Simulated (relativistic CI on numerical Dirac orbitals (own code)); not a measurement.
Calculated at this level of theory: Dirac-Coulomb-Breit CI, separate exchange-only KLI orbitals for each configuration, QED by a radiative potential, unscaled Slater integrals (own radial code, finite nucleus).

Configurations in the expansion (outside the closed core [Ar]): 3d10 4s2, 3d10 4s 4p, 3d10 4p2, 3d10 4s 4d, 3d10 4d2, 3d10 4s 4f, 3d10 4p 4d, 3d10 4f2, 3d10 4p 4f, 3d10 4s 5s, 3d10 4s 5p, 3d10 4d 4f, 3d10 4s 5d, 3d10 4s 5f, 3d10 4s 5g, 3d10 4s 6s, 3d10 4s 6p, 3d10 4s 6d, 3d10 4s 6f, 3d10 4s 7s, 3d9 4s2 4p, 3d9 4s2 4d, 3d9 4s2 4f, 3d9 4s2 5s, 3d9 4s2 5p, 3d9 4s2 5d. Double excitations out of closed p, d and f shells are left out; levels of such configurations are missing from the list, as are those of other unlisted configurations, and high levels can miss mixing partners. These lack a partner that the ground configuration has and come out too high: 3d9 4s2 4p, 3d9 4s2 4d, 3d9 4s2 4f, 3d9 4s2 5s, 3d9 4s2 5p.

At this charge energies of transitions that change n are usually good to better than 1 %, and those within a shell (Δn = 0) to a few per cent.

Outline of the computed level scheme of Rh XVI. Lowest level of each configuration: 3d10 4s2 1S_0 at 0.000 eV; 3d10 4s 4p 3P°_0 at 29.580 eV; 3d10 4p2 3P_0 at 69.524 eV; 3d10 4s 4d 3D_1 at 95.344 eV; 3d10 4p 4d 3F°_2 at 126.662 eV; 3d10 4s 4f 3F°_2 at 156.154 eV; 3d10 4s 5s 3S_1 at 171.816 eV; 3d10 4s 5p 3P°_0 at 187.740 eV; 3d10 4p 4f 1G_4 at 187.805 eV.

Some strong electric-dipole decays among the lowest 43 levels: 3d10 4s 5s 1S_0 → 3d10 4s 4p 1P°_1 (2.4e+11 s⁻¹); 3d10 4s 5s 3S_1 → 3d10 4s 4p 3P°_2 (1.7e+11 s⁻¹); 3d10 4s 4f 1F°_3 → 3d10 4s 4d 1D_2 (1.4e+11 s⁻¹); 3d10 4s 4d 1D_2 → 3d10 4s 4p 1P°_1 (1.1e+11 s⁻¹); 3d10 4p 4d 3D°_1 → 3d10 4p2 3P_0 (9.9e+10 s⁻¹); 3d10 4s 4f 3F°_4 → 3d10 4s 4d 3D_3 (9.8e+10 s⁻¹); 3d10 4s 5p 1P°_1 → 3d10 4s2 1S_0 (9.4e+10 s⁻¹); 3d10 4s 5s 3S_1 → 3d10 4s 4p 3P°_1 (9.3e+10 s⁻¹).

LS names give the leading component of a level, which can be under half, so a name can repeat, a term be missing and a line seem to break the LS rules.
